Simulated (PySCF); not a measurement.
A mixed set of molecules. Theory: TDDFT CAM-B3LYP/def2-SVPD, vertical, gas phase, core orbitals frozen in the response in PySCF. Geometries: GFN2-xTB; one conformer of each isolated species. Triplets are in the Tamm–Dancoff approximation. 'Strongest' means the level of largest summed f among the lowest 8 singlets; it needn't be the same kind of state in each.

**Question.** Rank by computed energy of the strongest computed level, lowest first.
A. `C=CS[Si@@H](S)C#N`
B. `C(=C1CC1)[SiH]1COC1`
C. `CCC1=C[SiH2]C=CO1`
D. `CCC[Si@@H]1C=CC1=O`

**Answer.** A (6.08 eV), D (6.27 eV), B (6.39 eV), C (7.39 eV).

```json
{"SMILES": "C=CS[Si@@H](S)C#N", "strongest (eV)": "6.08", "LUMO (eV)": "-0.47", "S1 (eV)": "4.91", "HOMO (eV)": "-8.46", "first f ≥ 0.01 (nm)": "223", "S1 mainly": "H→L (88%)"}
{"SMILES": "CCC[Si@@H]1C=CC1=O", "strongest (eV)": "6.27", "LUMO (eV)": "-0.52", "S1 (eV)": "3.20", "HOMO (eV)": "-7.96", "first f ≥ 0.01 (nm)": "213", "S1 mainly": "H→L (93%)"}
{"SMILES": "C(=C1CC1)[SiH]1COC1", "strongest (eV)": "6.39", "LUMO (eV)": "0.27", "S1 (eV)": "5.73", "HOMO (eV)": "-8.45", "first f ≥ 0.01 (nm)": "194", "S1 mainly": "H-2→L (70%)"}
{"SMILES": "CCC1=C[SiH2]C=CO1", "strongest (eV)": "7.39", "LUMO (eV)": "0.79", "S1 (eV)": "5.51", "HOMO (eV)": "-7.95", "first f ≥ 0.01 (nm)": "225", "S1 mainly": "H→L (95%)"}
```

H and L stand for HOMO and LUMO.

- `C=CS[Si@@H](S)C#N`: Löwdin shares by element: HOMO sulfur 46% or more, carbon 40% or more, silicon 5%; LUMO silicon 24%, sulfur 17% or more, carbon 16% or more, nitrogen 14% (atoms not listed hold the other 29%).
- `CCC[Si@@H]1C=CC1=O`: Löwdin shares by element: HOMO oxygen 46%, carbon 30% or more, silicon 13%; LUMO carbon 66% or more, oxygen 19%.
- `C(=C1CC1)[SiH]1COC1`: Löwdin shares by element: HOMO oxygen 60%, carbon 20% or more, hydrogen 5% or more (atoms not listed hold the other 16%); LUMO carbon 47% or more, silicon 15% (atoms not listed hold the other 38%).
- `CCC1=C[SiH2]C=CO1`: Löwdin shares by element: HOMO carbon 49% or more, oxygen 19% (atoms not listed hold the other 32%); LUMO carbon 62% or more (atoms not listed hold the other 38%).
